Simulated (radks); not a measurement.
Values are calculated unless marked as measured or tabulated.
Coulomb parameter of the 5d shell of the osmium ion Os2+ in the model configuration [Xe] 4f14 5d5 6p1, as a second difference U = [E(n + 0.5) + E(n - 0.5) - 2 E(n)] / (0.5)^2 with all orbitals relaxed. "Bare": the charge of the atom changes with n. "Screened": the 6p shell takes up the change at fixed total charge, which measures U(5d,5d) + U(6p,6p) - 2 U(5d,6p). Code: a radial shooting solver on a logarithmic mesh with Libxc functionals. Model: scalar-relativistic Kohn-Sham, r2SCAN, spin-unpolarised, spherical densities, finite nucleus; meta-GGA in the generalised Kohn-Sham scheme; Fermi nuclear charge, rms radius 5.4126 fm.

case                   configuration  E - E(n) (eV)
start              [Xe] 4f14 5d5 6p1          0.000
bare +0.5        [Xe] 4f14 5d5.5 6p1        -11.896
bare -0.5        [Xe] 4f14 5d4.5 6p1         14.814
screened +0.5  [Xe] 4f14 5d5.5 6p0.5         -5.577
screened -0.5  [Xe] 4f14 5d4.5 6p1.5          6.057

U(bare) = 11.672 eV, U(screened by 6p) = 1.920 eV, against the Slater integral F0(5d,5d) = 15.122 eV with frozen orbitals.
